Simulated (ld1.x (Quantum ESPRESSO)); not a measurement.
**An all-electron radial function and its pseudo partner (magnesium)**

Columns: radius, all-electron u(r) and pseudo u(r) of the 3s shell (level -11.49 eV) of magnesium in the configuration [Ne] 3s1 3p0; BP86, non-relativistic, TM scheme, ld1.x (Quantum ESPRESSO) 7.5.

```csv
r (bohr),all-electron,pseudo
0.095,0.1274,0.0176
0.190,-0.0242,0.0355
0.285,-0.1735,0.0538
0.380,-0.2584,0.0730
0.475,-0.2797,0.0932
0.570,-0.2535,0.1148
0.665,-0.1964,0.1381
0.760,-0.1214,0.1635
0.855,-0.0378,0.1913
0.950,0.0481,0.2221
1.045,0.1320,0.2560
1.140,0.2112,0.2932
1.235,0.2841,0.3335
1.330,0.3500,0.3762
1.425,0.4084,0.4201
1.520,0.4594,0.4635
1.615,0.5033,0.5042
1.710,0.5404,0.5405
1.805,0.5712,0.5712
1.900,0.5960,0.5960
1.995,0.6154,0.6154
2.090,0.6297,0.6297
2.185,0.6394,0.6394
2.280,0.6448,0.6448
2.375,0.6465,0.6465
2.470,0.6446,0.6446
```

Q: How many radial nodes do the two functions have?

A: The all-electron 3s function has n − l − 1 = 2; the pseudo-wave has 0, since the states of the same l below it are removed with the core.

Q: At about which radius was the pseudo-wave matched?

A: 1.85 bohr. The columns agree to 0.0005 from 1.71 bohr on; several derivatives are matched, so the curves merge somewhat inside the radius.

Q: Where does each function peak?

A: Outermost all-electron maximum near 2.38 bohr, pseudo maximum near 2.38 bohr (to the table’s step).

Q: Is the pseudo-wave norm-conserving?

A: Yes: the TM scheme keeps the norm inside the radius equal to the all-electron one, which fixes the energy derivative of the logarithmic derivative at the level.
